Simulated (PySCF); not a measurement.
Interval between two levels of Bi³⁺ by level of theory

Bi³⁺ [Xe] 4f14 5d10 6s2 → Bi³⁺ [Xe] 4f14 5d9 6s2 7s1 [3D3, M_J = 3], as a difference of total energies. All numbers are calculated (PySCF 2.14, the two-component X2C-1e Hamiltonian, in x2c-SVPall-2c with one added diffuse shell each of s, p type (8s12p7d2f, 93 functions)). Correlated levels: [Kr] 4d10 4f14 frozen; the 22 highest virtual spinors dropped. "Screened" scales the spin-orbit matrix elements by Boettger's factors to mimic the two-electron term; Breit and QED terms are absent.

```tsv
method	interval between two levels (cm⁻¹)
GHF (spin-free)	340050
GMP2 (spin-free)	341350
GHF (screened spin-orbit)	329610
GMP2 (screened spin-orbit)	330580
```

The labels give the starting determinants; with spin-orbit coupling the two ends relaxed to ⟨J²⟩ = 0.00, ⟨L²⟩ = 0.20, ⟨S²⟩ = 0.20 and ⟨J²⟩ = 12.01, ⟨L²⟩ = 6.20, ⟨S²⟩ = 2.20.
